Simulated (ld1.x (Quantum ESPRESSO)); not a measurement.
# Which change was made? (Hg, ultrasoft)

ld1.x (Quantum ESPRESSO) 7.5 input, shortened:

```
&input
   title='Hg', zed=80., rel=2, dft='PZ', iswitch=3,
   config='[Xe] 4f14 5d10 6s1 6p0', rel_dist='average'
 /
 &inputp
   pseudotype=3, tm=.true., lloc=-1, rcloc=1.00,
   nlcc=.true., new_core_ps=.true., rcore=1.05,
   which_augfun='PSQ', rmatch_augfun=0.80
 /
6
5S  1  0   2.00   0.00  1.35  1.40  0.0
6S  2  0   1.00   0.00  1.35  1.40  0.0
5P  2  1   6.00   0.00  1.35  1.50  0.0
6P  3  1   0.00   0.00  1.35  1.50  0.0
5D  3  2  10.00   0.00  1.00  1.30  0.0
5D  3  2   0.00   1.80  1.00  1.30  0.0
 &test
   configts(1)='5s2 5p6 5d10 6s1 6p0'
 /
```

Open shells are filled in proportion to 2j + 1 (rel_dist='average').

Cutoffs, loose and tight: the cutoffs (Ry, on a coarse ladder) from which the occupation-weighted sum of valence levels, in a spherical-Bessel basis at the reference potential, stays within 10 and 1 mRy of its value at 400 Ry. They do not see the model core or the augmentation charge, which bear on the density cutoff. Test errors are all-electron minus pseudo excitation energies from the reference, over the configurations 5s2 5p6 5d10 6s2 6p0; 5s2 5p6 5d10 6s0 6p0; 5s2 5p6 5d9 6s0 6p0; 5s2 5p6 5d10 6s1 6p1; 5s1 5p6 5d10 6s2 6p0; 5s2 5p6 5d10 6s0 6p2; 5s2 5p6 5d9 6s2 6p0; variants that change the core or the reference have their own tests.

The base gives: outcome: generated, overlap not positive; bound ghosts: not determined (overlap not positive); largest test error (meV): -35.

(1) After one change the result is: outcome: generated, overlap not positive; bound ghosts: not determined (overlap not positive); largest test error (meV): -11. Which change was it?
A. core correction Bessel-smoothed model core inside 1.58 bohr
B. core correction none
C. core correction Bessel-smoothed model core inside 0.56 bohr
D. core correction Bessel-smoothed model core inside 1.30 bohr

## Answers

(1) D. The others give: core correction Bessel-smoothed model core inside 1.58 bohr → outcome: generated, overlap not positive; bound ghosts: not determined (overlap not positive); largest test error (meV): +10 | core correction Bessel-smoothed model core inside 0.56 bohr → outcome: generated, overlap not positive; bound ghosts: not determined (overlap not positive); largest test error (meV): -49 | core correction none → outcome: generated, overlap not positive; bound ghosts: not determined (overlap not positive); largest test error (meV): +21. A file whose overlap is not positive is unfit for use, and its test errors describe a broken file.
